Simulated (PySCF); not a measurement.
C2H6S, charge +1, doublet, geometry from GFN2-xTB (a state made from the parent by changing its charge; the spin is typed, not shown lowest); PBE/6-31G (PySCF).

Input for PySCF:
```python
from pyscf import gto, scf, dft

mol = gto.M(
    atom='''
C     1.280893    0.211694    0.683356
S     0.014998    0.283227   -0.566551
C    -1.303907   -0.646300    0.186007
H     1.542266   -0.823657    0.904808
H     2.157716    0.740657    0.316898
H     0.932316    0.678877    1.605392
H    -0.984868   -1.671282    0.379763
H    -2.153038   -0.652327   -0.493589
H    -1.596275   -0.196255    1.135370
''',
    basis='6-31g',
    charge=1,
    spin=1,
    verbose=4,
)

mf = dft.UKS(mol)
mf.xc = 'pbe'
mf.kernel()
```

Question: Write the output that PySCF gives for this input, abridged.

Answer: 
```
PySCF version 2.14.0

[INPUT] verbose = 4
[INPUT] num. atoms = 9
[INPUT] num. electrons = 33
[INPUT] charge = 1
[INPUT] spin (= nelec alpha-beta = 2S) = 1
[INPUT] symmetry False subgroup None
[INPUT] Mole.unit = angstrom
[INPUT] Symbol           X                Y                Z      unit          X                Y                Z       unit  Magmom
[INPUT]  1 C      1.280893000000   0.211694000000   0.683356000000 AA    2.420536964873   0.400043682214   1.291355685578 Bohr   0.0
[INPUT]  2 S      0.014998000000   0.283227000000  -0.566551000000 AA    0.028342112416   0.535221461082  -1.070626225598 Bohr   0.0
[INPUT]  3 C     -1.303907000000  -0.646300000000   0.186007000000 AA   -2.464027121903  -1.221329994306   0.351502287252 Bohr   0.0
[INPUT]  4 H      1.542266000000  -0.823657000000   0.904808000000 AA    2.914460351228  -1.556486150581   1.709839315315 Bohr   0.0
[INPUT]  5 H      2.157716000000   0.740657000000   0.316898000000 AA    4.077492294592   1.399638882242   0.598850429422 Bohr   0.0
[INPUT]  6 H      0.932316000000   0.678877000000   1.605392000000 AA    1.761821901550   1.282891602266   3.033751202568 Bohr   0.0
[INPUT]  7 H     -0.984868000000  -1.671282000000   0.379763000000 AA   -1.861130788848  -3.158265256915   0.717648062243 Bohr   0.0
[INPUT]  8 H     -2.153038000000  -0.652327000000  -0.493589000000 AA   -4.068652155781  -1.232719373659  -0.932748028098 Bohr   0.0
[INPUT]  9 H     -1.596275000000  -0.196255000000   1.135370000000 AA   -3.016522569490  -0.370868200577   2.145538350047 Bohr   0.0

nuclear repulsion = 111.919610008954
number of shells = 29
number of NR pGTOs = 114
number of NR cGTOs = 43
basis = 6-31g
ecp = {}

******** <class 'pyscf.dft.uks.UKS'> ********
method = UKS
initial guess = minao
damping factor = 0
level_shift factor = 0
DIIS = <class 'pyscf.scf.diis.CDIIS'>
diis_start_cycle = 1
diis_space = 8
diis_damp = 0
SCF conv_tol = 1e-09
SCF conv_tol_grad = None
SCF max_cycles = 50
direct_scf = True
direct_scf_tol = 1e-13
number electrons alpha = 17  beta = 16
XC library pyscf.dft.libxc version 7.1.2
    S. Lehtola, C. Steigemann, M. J. T. Oliveira, and M. A. L. Marques,  SoftwareX 7, 1–5 (2018)
XC functionals = pbe
    J. P. Perdew, K. Burke, and M. Ernzerhof,  Phys. Rev. Lett. 77, 3865 (1996)
    J. P. Perdew, K. Burke, and M. Ernzerhof,  Phys. Rev. Lett. 78, 1396 (1997)
    J. P. Perdew, K. Burke, and M. Ernzerhof,  Phys. Rev. Lett. 77, 3865 (1996)
    J. P. Perdew, K. Burke, and M. Ernzerhof,  Phys. Rev. Lett. 78, 1396 (1997)
radial grids:
    Treutler-Ahlrichs [JCP 102, 346 (1995); DOI:10.1063/1.469408] (M4) radial grids

becke partition: Becke, JCP 88, 2547 (1988); DOI:10.1063/1.454033
pruning grids: <function nwchem_prune>
grids dens level: 3
symmetrized grids: False
atomic radii adjust function: <function treutler_atomic_radii_adjust>
small_rho_cutoff = 0
Set gradient conv threshold to 3.16228e-05
tot grids = 105968
init E= -477.706657376903

cycle= 1 E= -477.295375314556  delta_E= 0.411  |g|= 0.266  |ddm|= 1.95
cycle= 2 E= -477.199891119411  delta_E= 0.0955  |g|= 0.46  |ddm|= 0.778
cycle= 3 E= -477.336823415263  delta_E= -0.137  |g|= 0.0372  |ddm|= 0.568
cycle= 4 E= -477.337911264612  delta_E= -0.00109  |g|= 0.00501  |ddm|= 0.0782
cycle= 5 E= -477.337927064184  delta_E= -1.58e-05  |g|= 0.00231  |ddm|= 0.00947
cycle= 6 E= -477.337930609327  delta_E= -3.55e-06  |g|= 0.000442  |ddm|= 0.00359
cycle= 7 E= -477.337930793177  delta_E= -1.84e-07  |g|= 8.71e-05  |ddm|= 0.000917
cycle= 8 E= -477.337930804218  delta_E= -1.1e-08  |g|= 1.28e-05  |ddm|= 0.000272
cycle= 9 E= -477.337930804418  delta_E= -2e-10  |g|= 3.38e-06  |ddm|= 3.22e-05
Extra cycle  E= -477.337930804414  delta_E= 4.43e-12  |g|= 4.68e-06  |ddm|= 1e-05
converged SCF energy = -477.337930804414  <S^2> = 0.75136572  2S+1 = 2.0013653
```
